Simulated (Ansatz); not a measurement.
A run for Ansatz (a program for electronic structure): U-r2SCAN/cc-pVTZ on FHSe (SMILES F[SeH]), a point of a bond scan (R = 3.399 Å).

Ansatz 0.2 input:
```yaml
crystal:
  periodic: [false, false, false]
  atoms:
    - {symbol: Se, position_ang: [-0.11560586, -0.22336041, 0.25952766]}
    - {symbol: H, position_ang: [-1.91874348, -1.90613361, -2.07962292]}
    - {symbol: F, position_ang: [0.53668645, 0.94991721, -0.89627180]}
basis:
  gaussian:
    orbitals: cc-pVTZ
hamiltonian:
  xc: {name: r2SCAN}
magnetization: {spin_polarized: true, initial_magnetization: 0}
```

Program output:

```
WARN ansatz: RAYON_NUM_THREADS=1 ignored (pool sized by the plan → 1); use --threads N
Functional definition: r2SCAN
integrals: 0.02 GiB planned
586 factors; their error is unknown
mean field: 0.24 GiB planned
mean field evaluation 1: about -68076.8621 eV, gradient 2.2e1 eV
mean field evaluation 2: about -68032.2235 eV, gradient 9.9e1 eV
mean field evaluation 4: about -68068.2365 eV, gradient 2.2e1 eV
mean field evaluation 8: about -68078.2605 eV, gradient 7.9e-4 eV
mean field evaluation 16: about -68078.3155 eV, gradient 9.7e-1 eV
mean field evaluation 32: about -68078.2664 eV, gradient 2.8e0 eV
mean field evaluation 64: about -68079.4056 eV, gradient 3.8e-2 eV
mean field evaluation 96: about -68079.4050 eV, gradient 5.6e-6 eV
mean field -68079.40496947 eV, -2501.8719867501 hartree, gradient 5.6e-6 eV, S^2 0.954215; 9 other end points of the search recorded, 0 dependent functions left out
reference -68079.40498042 eV, -2501.8719871523 hartree; 22, 22 occupied and 65, 65 virtual orbitals, 586 factors
Total energy: -68079.40498042 eV, -2501.8719871523 hartree
```

Self-consistency was reached. Its determinant has ⟨S²⟩ = 0.95, a mixture of spin states.

Cost: roughly 13 core-seconds.
